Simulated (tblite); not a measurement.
C₇H₁₄F₂Si.
Numbering: `[CH3:1][C@@H:2]1[C@@H:3]([F:4])[CH2:5][CH2:6][Si@H:7]([CH3:8])[C@H:9]1[F:10]` (hydrogens: H11, H12, H13 on C1; H14 on C2; H15 on C3; H16, H17 on C5; H18, H19 on C6; H20 on Si7; H21, H22, H23 on C8; H24 on C9)

A start from a force field or distance geometry was refined with GFN2-xTB geometry optimisation, gas phase in tblite. Values at the start:

```json
{"coordinate": "C1–C2", "start": "1.522 Å"}
{"coordinate": "C1–H11", "start": "1.098 Å"}
{"coordinate": "C2–C3", "start": "1.490 Å"}
{"coordinate": "C3–F4", "start": "1.409 Å"}
{"coordinate": "C3–C5", "start": "1.479 Å"}
{"coordinate": "C5–C6", "start": "1.480 Å"}
{"coordinate": "C5–H16", "start": "1.117 Å"}
{"coordinate": "C5–H17", "start": "1.125 Å"}
{"coordinate": "C6–Si7", "start": "1.841 Å"}
{"coordinate": "C6–H18", "start": "1.123 Å"}
{"coordinate": "C6–H19", "start": "1.114 Å"}
{"coordinate": "Si7–C8", "start": "1.866 Å"}
{"coordinate": "Si7–C9", "start": "1.878 Å"}
{"coordinate": "C8–H21", "start": "1.113 Å"}
{"coordinate": "C9–F10", "start": "1.380 Å"}
{"coordinate": "C9–H24", "start": "1.119 Å"}
{"coordinate": "C1–C2–C3", "start": "106.3°"}
{"coordinate": "C1–C2–C9", "start": "104.9°"}
{"coordinate": "C2–C3–F4", "start": "105.0°"}
{"coordinate": "C2–C9–Si7", "start": "104.2°"}
{"coordinate": "C2–C9–F10", "start": "112.5°"}
{"coordinate": "C3–C5–C6", "start": "117.2°"}
{"coordinate": "C5–C6–Si7", "start": "116.3°"}
{"coordinate": "C6–Si7–C9", "start": "106.5°"}
{"coordinate": "C1–C2–C3–F4", "start": "58°"}
{"coordinate": "C2–C3–C5–C6", "start": "51°"}
{"coordinate": "C3–C5–C6–Si7", "start": "-33°"}
{"coordinate": "C5–C6–Si7–C8", "start": "154°"}
```

Q: How do these coordinates change at the GFN2-xTB level?

A: 
```csv
coordinate,GFN2-xTB (Å or °),change
C6–Si7,1.903,+0.062
C3–C5,1.526,+0.047
Si7–C9,1.923,+0.045
C5–C6,1.525,+0.045
C2–C3,1.531,+0.041
C5–H17,1.092,-0.033
C6–H18,1.092,-0.031
Si7–C8,1.895,+0.029
C8–H21,1.085,-0.028
C6–H19,1.089,-0.025
C5–H16,1.094,-0.023
C3–F4,1.387,-0.022
C9–H24,1.098,-0.021
C9–F10,1.394,+0.014
C1–H11,1.087,-0.011
C1–C2,1.530,+0.008
C2–C9–Si7,113.2,+9.0
C5–C6–Si7,110.2,-6.1
C1–C2–C9,110.4,+5.5
C3–C5–C6,112.4,-4.8
C6–Si7–C9,102.0,-4.5
C1–C2–C3,110.6,+4.3
C2–C9–F10,108.4,-4.1
C2–C3–F4,108.3,+3.3
C3–C5–C6–Si7,-59,-26
C2–C3–C5–C6,71,+20
C5–C6–Si7–C8,163,+9
C1–C2–C3–F4,50,-8
```

The energy falls by 0.827 eV over 86 L-BFGS steps, the largest force on an atom goes from 2.64 to 0.010 eV/Å, and the atoms move by 0.281 Å rms after alignment. The bond that changes most is C6–Si7 (sp3 carbon bound to silicon to SiH silicon), which lengthens by 0.062 Å. Bonds longer at the end by more than 0.005 Å: 9 of 24; shorter: 13. Among the dihedrals that turn most is H17–C5–C6–H18, from -141° to -176°. Rotational constants go from 1561, 931.4, 623.3 to 1521, 891.0, 605.1 MHz.

The run took 1.5 s wall on an Arm Neoverse N1 with one thread, no GPU, shared host with 64 logical CPUs at a one-minute load of 54.

Its GFN2-xTB frequencies are all real (lowest 53 cm⁻¹). One conformer, not necessarily the lowest.

These are computed values.
